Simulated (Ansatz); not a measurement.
`C[SiH](F)P` + H₂ → `F[SiH2]P` + CH₄ at 600 K and 1 bar (hydrogenolysis of the Si–C bond).

Gas-phase electronic energies from Ansatz, PBE0-D4/def2-TZVP geometries. CBS: MP2 limit from def2 TZ/QZ plus the TZ coupled-cluster correction, frozen cores. This one scheme is used for every species. Each species was taken in one conformer, which may not be the lowest.

```
     species  CCSD(T)/CBS energy (Eh)  H − E (kJ/mol)  S (J/(mol·K))
`C[SiH](F)P`               -771.55123           233.9          429.2
          H₂                 -1.17544            43.9          150.8
  `F[SiH2]P`               -732.27050           143.4          367.9
         CH₄                -40.46206           140.4          215.7
```

H − E and S are ideal-gas, rigid-rotor, harmonic terms from PBE0-D4/def2-TZVP, for one conformer and one mirror image of each species. For small species the MP2-based limit differs from directly extrapolated CCSD(T) by up to some mEh (0.8 for H₂); such offsets cancel only in part. 1 Eh = 2625.50 kJ/mol, R = 8.31446 J/(mol·K).

**Question.** By hand: ΔE, ΔH, ΔS and ΔG.

**Answer.** ΔE = (-732.27050) + (-40.46206) − (-771.55123) − (-1.17544) = -0.00589 Eh = -15.5 kJ/mol. Δ(H − E) = 143.4 + 140.4 − 233.9 − 43.9 = 6.0, so ΔH = -9.5 kJ/mol. ΔS = 367.9 + 215.7 − 429.2 − 150.8 = 3.6 J/(mol·K). ΔG = -9.5 − 600 × (3.6)/1000 = -11.7 kJ/mol.

**Question.** By hand: the equilibrium constant, and the temperature at which ΔG would vanish if ΔH and ΔS stayed fixed.

**Answer.** log₁₀ K = −ΔG/(RT ln 10) = 1.0. ΔH and −TΔS have one sign here, so there is no such temperature.

The number of gas molecules stays the same, so ΔS is small and ΔH decides. A doubt of 5 kJ/mol in ΔE shifts log₁₀ K by 0.4 here. Other conformers and mirror images would add mixing entropy, several J/(mol·K) or more a flexible species. These are equilibria of isolated gas molecules and say nothing of rates. Largest T1 diagnostic: 0.013 (customary marks: 0.02 for closed shells, 0.045 for open ones).

ΔS is within the doubt of such terms, so its sign, and with it that verdict, could turn.
